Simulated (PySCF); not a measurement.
HKO, charge -1, doublet, at a GFN2-xTB geometry (such geometries of metal compounds can be far from the true shape) (a state made from the parent by changing its charge; the spin is typed, not shown lowest); B3LYP/STO-3G (PySCF).

The PySCF input:
```python
from pyscf import gto, scf, dft

mol = gto.M(
    atom='''
K    -0.00000000   -0.00000000   -1.05363639
O     0.00000000    0.00000000    2.11672093
H     0.00000000    0.00000000    3.08532400
''',
    basis='sto-3g',
    charge=-1,
    spin=1,
    verbose=4,
)

mf = dft.UKS(mol)
mf.xc = 'b3lyp'
mf.kernel()
```

It wrote (shortened):

```
PySCF version 2.14.0

[INPUT] verbose = 4
[INPUT] num. atoms = 3
[INPUT] num. electrons = 29
[INPUT] charge = -1
[INPUT] spin (= nelec alpha-beta = 2S) = 1
[INPUT] symmetry False subgroup None
[INPUT] Mole.unit = angstrom
[INPUT] Symbol           X                Y                Z      unit          X                Y                Z       unit  Magmom
[INPUT]  1 K      0.000000000000   0.000000000000  -1.053636390000 AA    0.000000000000   0.000000000000  -1.991084211975 Bohr   0.0
[INPUT]  2 O      0.000000000000   0.000000000000   2.116720930000 AA    0.000000000000   0.000000000000   4.000022839835 Bohr   0.0
[INPUT]  3 H      0.000000000000   0.000000000000   3.085324000000 AA    0.000000000000   0.000000000000   5.830417365548 Bohr   0.0

nuclear repulsion = 32.1707805835124
number of shells = 11
number of NR pGTOs = 57
number of NR cGTOs = 19
basis = sto-3g
ecp = {}

******** <class 'pyscf.dft.uks.UKS'> ********
method = UKS
initial guess = minao
damping factor = 0
level_shift factor = 0
DIIS = <class 'pyscf.scf.diis.CDIIS'>
diis_start_cycle = 1
diis_space = 8
diis_damp = 0
SCF conv_tol = 1e-09
SCF conv_tol_grad = None
SCF max_cycles = 50
direct_scf = True
direct_scf_tol = 1e-13
number electrons alpha = 15  beta = 14
XC library pyscf.dft.libxc version 7.1.2
    S. Lehtola, C. Steigemann, M. J. T. Oliveira, and M. A. L. Marques,  SoftwareX 7, 1–5 (2018)
XC functionals = b3lyp
    P. J. Stephens, F. J. Devlin, C. F. Chabalowski, and M. J. Frisch,  J. Phys. Chem. 98, 11623 (1994)
radial grids:
    Treutler-Ahlrichs [JCP 102, 346 (1995); DOI:10.1063/1.469408] (M4) radial grids

becke partition: Becke, JCP 88, 2547 (1988); DOI:10.1063/1.454033
pruning grids: <function nwchem_prune>
grids dens level: 3
symmetrized grids: False
atomic radii adjust function: <function treutler_atomic_radii_adjust>
small_rho_cutoff = 0
Set gradient conv threshold to 3.16228e-05
tot grids = 43936
init E= -667.971934794579

cycle= 1 E= -668.035050524331  delta_E= -0.0631  |g|= 0.436  |ddm|= 1.61

cycle= 2 E= -661.547461896362  delta_E= 6.49  |g|= 2.15  |ddm|= 4.33
cycle= 3 E= -668.207068190598  delta_E= -6.66  |g|= 0.123  |ddm|= 4.23

cycle= 4 E= -667.548459733478  delta_E= 0.659  |g|= 0.983  |ddm|= 2.42
cycle= 5 E= -667.933734764177  delta_E= -0.385  |g|= 0.629  |ddm|= 0.56
cycle= 6 E= -668.227946284433  delta_E= -0.294  |g|= 0.208  |ddm|= 0.911
cycle= 7 E= -668.25137084672  delta_E= -0.0234  |g|= 0.142  |ddm|= 0.183
cycle= 8 E= -668.157374436875  delta_E= 0.094  |g|= 0.238  |ddm|= 1.91
cycle= 9 E= -668.151926010103  delta_E= 0.00545  |g|= 0.248  |ddm|= 0.0351
cycle= 10 E= -668.148508732537  delta_E= 0.00342  |g|= 0.254  |ddm|= 0.0213
cycle= 11 E= -668.149621038584  delta_E= -0.00111  |g|= 0.252  |ddm|= 0.00567
cycle= 12 E= -668.153007436633  delta_E= -0.00339  |g|= 0.245  |ddm|= 0.0193
cycle= 13 E= -668.153964411323  delta_E= -0.000957  |g|= 0.243  |ddm|= 0.00588
cycle= 14 E= -668.160592288195  delta_E= -0.00663  |g|= 0.231  |ddm|= 0.0362
cycle= 15 E= -668.254146171679  delta_E= -0.0936  |g|= 0.131  |ddm|= 1.91
cycle= 16 E= -668.256910856585  delta_E= -0.00276  |g|= 0.121  |ddm|= 0.0307
cycle= 17 E= -668.139099197297  delta_E= 0.118  |g|= 0.27  |ddm|= 1.92

cycle= 18 E= -668.135954693027  delta_E= 0.00314  |g|= 0.275  |ddm|= 0.0179
cycle= 19 E= -668.143685145584  delta_E= -0.00773  |g|= 0.262  |ddm|= 0.0456
cycle= 20 E= -668.143565218132  delta_E= 0.00012  |g|= 0.262  |ddm|= 0.00242
cycle= 21 E= -668.141710554341  delta_E= 0.00185  |g|= 0.266  |ddm|= 0.0106
cycle= 22 E= -668.145069335595  delta_E= -0.00336  |g|= 0.26  |ddm|= 0.0195
cycle= 23 E= -668.144895745066  delta_E= 0.000174  |g|= 0.26  |ddm|= 0.00365
cycle= 24 E= -668.260460294625  delta_E= -0.116  |g|= 0.105  |ddm|= 1.91
cycle= 25 E= -668.263034843939  delta_E= -0.00257  |g|= 0.0919  |ddm|= 0.0361

cycle= 26 E= -668.137725976685  delta_E= 0.125  |g|= 0.273  |ddm|= 1.91

cycle= 27 E= -668.137786436155  delta_E= -6.05e-05  |g|= 0.273  |ddm|= 0.00118
cycle= 28 E= -668.13954447602  delta_E= -0.00176  |g|= 0.27  |ddm|= 0.0102
cycle= 29 E= -668.139634174475  delta_E= -8.97e-05  |g|= 0.27  |ddm|= 0.0014
cycle= 30 E= -668.140468935146  delta_E= -0.000835  |g|= 0.268  |ddm|= 0.00475
cycle= 31 E= -668.141208560675  delta_E= -0.00074  |g|= 0.267  |ddm|= 0.00418
cycle= 32 E= -668.141572337758  delta_E= -0.000364  |g|= 0.267  |ddm|= 0.00282
cycle= 33 E= -668.173479146118  delta_E= -0.0319  |g|= 0.208  |ddm|= 0.183
cycle= 34 E= -663.437941577962  delta_E= 4.74  |g|= 1.76  |ddm|= 3.93
cycle= 35 E= -667.827696342945  delta_E= -4.39  |g|= 0.745  |ddm|=  2.8
cycle= 36 E= -667.842010583182  delta_E= -0.0143  |g|= 0.728  |ddm|= 0.0443
cycle= 37 E= -668.120515220211  delta_E= -0.279  |g|= 0.395  |ddm|= 0.598
cycle= 38 E= -668.245366804557  delta_E= -0.125  |g|= 0.163  |ddm|= 0.607
cycle= 39 E= -668.265450039036  delta_E= -0.0201  |g|= 0.0782  |ddm|= 0.224
cycle= 40 E= -668.138351887676  delta_E= 0.127  |g|= 0.272  |ddm|= 1.91
cycle= 41 E= -668.137658869993  delta_E= 0.000693  |g|= 0.273  |ddm|= 0.0045
cycle= 42 E= -668.146026096639  delta_E= -0.00837  |g|= 0.259  |ddm|= 0.0497
cycle= 43 E= -668.141853527964  delta_E= 0.00417  |g|= 0.266  |ddm|= 0.0263
cycle= 44 E= -668.141767547293  delta_E= 8.6e-05  |g|= 0.266  |ddm|= 0.007
cycle= 45 E= -668.144410057001  delta_E= -0.00264  |g|= 0.262  |ddm|= 0.0133
cycle= 46 E= -668.149165047311  delta_E= -0.00475  |g|= 0.253  |ddm|= 0.0251
cycle= 47 E= -668.168235010131  delta_E= -0.0191  |g|= 0.218  |ddm|= 0.112

cycle= 48 E= -663.391269253126  delta_E= 4.78  |g|= 1.75  |ddm|= 3.96
cycle= 49 E= -667.733346768201  delta_E= -4.34  |g|= 0.836  |ddm|= 2.74
cycle= 50 E= -667.950653938309  delta_E= -0.217  |g|= 0.614  |ddm|= 0.349
SCF not converged.
SCF energy = -667.950653938309 after 50 cycles  <S^2> = 0.76805634  2S+1 = 2.0179756
```

Convergence was not reached.
